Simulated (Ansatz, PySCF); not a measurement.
Gas-phase reaction (SMILES): BrB(Br)Br [tribromoborane] + 2 B (BH3) → 3 BBr (BH2Br) [bromoborane]; bond separation energy.

Each molecule is optimised on its own at B3LYP-D3(BJ)/def2-TZVP (Ansatz, a first-principles code). Valence correlation only, unless marked. Spin-orbit coupling is left out. The frozen core is the preceding noble-gas configuration, with the filled d and f shells of earlier blocks. No relativistic terms. CBS marks a two-point X^-3 extrapolation of the correlation energy; Hartree-Fock from the larger set. Thermal terms are rigid-rotor harmonic-oscillator values from B3LYP-D3(BJ) frequencies (Ansatz or PySCF) at 298.15 K and 1 atm. 1 Eh = 627.5095 kcal/mol.

| species | E, CCSD(T)/CBS(aug-cc-pVTZ,aug-cc-pVQZ) (Ansatz) (Eh) | E, r2SCAN-D4/def2-TZVPD (Ansatz + dftd4) (Eh) | H - E (Eh) | G - E (Eh) |
|---|---|---|---|---|
| BrB(Br)Br | -7742.94146 | -7747.37336 | 0.01187 | -0.02500 |
| B (BH3) | -26.54880 | -26.58581 | 0.03008 | 0.00872 |
| BBr (BH2Br) | -2598.68540 | -2600.18733 | 0.02466 | -0.00325 |

Work out ΔE and ΔH, ΔG, ΔS and the equilibrium constant at 298.15 K at the first level, then ΔH at the second.


1. ΔE = [3×(-2598.68540)] - [(-7742.94146) + 2×(-26.54880)] = -0.01714 Eh = -10.8 kcal/mol at CCSD(T)/CBS(aug-cc-pVTZ,aug-cc-pVQZ).
2. The terms H - E add up to 0.00195 Eh, so ΔH = (-0.01714 + (0.00195))×627.5095 = -9.5 kcal/mol.
3. The terms G - E add up to -0.00219 Eh, so ΔG = -12.1 kcal/mol, and ΔS = (0.00195 - (-0.00219))×627509.5/298.15 = 8.7 cal/(mol K).
4. log10 K = -ΔG/(RT ln 10) = 8.9, with RT ln 10 = 1.3642 kcal/mol.
5. At r2SCAN-D4/def2-TZVPD the same steps give ΔE = -10.7 and ΔH = -9.5 kcal/mol, a shift of +0.0 from the first level.
6. These values are not checked against measurement here, since the tables used lack a sound gas-phase enthalpy of formation for at least one species.
